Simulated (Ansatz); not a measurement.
A structure relaxed at PBE0-D4/def2-TZVP, charge 0, multiplicity 1:

```xyz
16

C    -0.6302   -0.9393   -1.0690
C     0.0612    0.0061   -0.0966
C     1.5317   -0.3514    0.0509
C    -0.1004    1.4484   -0.5568
In   -0.9154   -0.1884    1.8376
F    -2.8179    0.0829    2.1826
F    -0.1062   -0.6556    3.5497
H    -0.1663   -0.8322   -2.0591
H    -1.6940   -0.7175   -1.1816
H    -0.5272   -1.9876   -0.7776
H     2.0526    0.3059    0.7506
H     2.0238   -0.2489   -0.9259
H     1.6790   -1.3810    0.3848
H     0.3918    2.1587    0.1125
H     0.3660    1.5599   -1.5452
H    -1.1486    1.7399   -0.6569
```

Q: Give its formula and SMILES.

A: C4H9F2In, `C[C](C)(C)[In]([F])[F]`.

Q: Point group (tolerance 0.08 Å, 0.16 Å for H)?

A: C1.

Q: Summarise the bond lengths by kind.

A: 3 × C–C 1.521 to 1.523 Å; 9 × C–H 1.092 to 1.099 Å; 1 × C–In 2.176 Å; 2 × F–In 1.950 to 1.952 Å.

Computed with Ansatz.
